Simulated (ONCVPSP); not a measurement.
**Cutoff test, germanium, ONCV**

* Element: germanium (Ge)
* Generator: ONCVPSP 4.0.1
* Type: optimised norm-conserving Vanderbilt (ONCV)
* Functional: PBE
* Relativity: scalar-relativistic
* Frozen core: [Ne]
* Valence charge: 22
* Reference configuration: 3s2 3p6 3d10 4s2 4p1 (charge +1)
* Partial waves: 3s+4s: rc 1.10 bohr, ncon 4, nbas 7, qcut 8.3 1/bohr, 2 projectors; 3p+4p: rc 1.05 bohr, ncon 4, nbas 8, qcut 11.4 1/bohr, 2 projectors; 3d: rc 1.10 bohr, ncon 4, nbas 9, qcut 13.8 1/bohr, 2 projectors, debl 2.3 Ha
* Local potential: polynomial inside 1.00 bohr (lpopt 3, dvloc0 -1 Ha)
* Core correction: none

Task: For each optimised wave give the share of its norm inside rc, the residual kinetic energy above qcut (Ha) and the cutoffs (Ha) for errors of 10, 1, 0.1 and 0.01 mHa per electron.

Result:

```
         wave  norm inside rc  residual KE  10 mHa  1 mHa  0.1 mHa  0.01 mHa
           3s           0.962      2.6e-04    16.3   20.7     80.3     109.1
           4s           0.069      5.0e-04    13.6   28.4     73.9     136.3
           3p           0.926      3.8e-05    44.1   53.6     61.6     120.4
           4p           0.032      5.8e-06    32.4   45.2     55.1      63.2
           3d           0.848      2.1e-05    70.2   81.1     89.2     140.8
d projector 2           0.031      8.3e-06    58.5   73.8     85.2      95.1
```

The occupied waves need 81 Ha and 89 Ha for 1 and 0.1 mHa.
